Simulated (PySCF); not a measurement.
# La(51+): ionisation energy

La(51+) [He] 2s2 2p2 [2p1/2^2, M_J = 0] → La(52+) [He] 2s2 2p1 [2p1/2^1, M_J = 1/2], as a difference of total energies. Computed with PySCF 2.14 in an uncontracted even-tempered set (17 s from 31 bohr⁻², ratio 2.4; 12 p from 40 bohr⁻², ratio 2.4; 5 d from 130 bohr⁻², ratio 2.6; 4 f from 200 bohr⁻², ratio 2.6), with the two-component X2C-1e Hamiltonian. Correlated levels: nothing frozen; the 26 highest virtual spinors dropped. "Screened" scales the spin-orbit matrix elements by Boettger's factors to mimic the two-electron term; Breit and QED terms are absent.

```json
{"method": "GHF (spin-free)", "ionisation energy (eV)": "9863.3"}
{"method": "GMP2 (spin-free)", "ionisation energy (eV)": "9863.1"}
{"method": "GHF (screened spin-orbit)", "ionisation energy (eV)": "10147.2"}
{"method": "GMP2 (screened spin-orbit)", "ionisation energy (eV)": "10149.5"}
```

How much does correlation contribute at GMP2 (screened spin-orbit)?

10149.5 − (10147.2) = 2.3 eV, measured against GHF (screened spin-orbit).

For this ion Breit and QED terms and the two-electron picture change, all absent here, outweigh the correlation shift from GHF to GMP2.

The spin-free rows relax to the high-spin LS determinant and lack the spin-orbit shift.

The labels give the starting determinants; with spin-orbit coupling the two ends relaxed to ⟨J²⟩ = 0.00, ⟨L²⟩ = 1.33, ⟨S²⟩ = 1.33 and ⟨J²⟩ = 0.75, ⟨L²⟩ = 2.00, ⟨S²⟩ = 0.75.

For comparison: 10136 ± 4 eV (theoretical estimate listed by NIST; NIST Atomic Spectra Database, ionization energies).
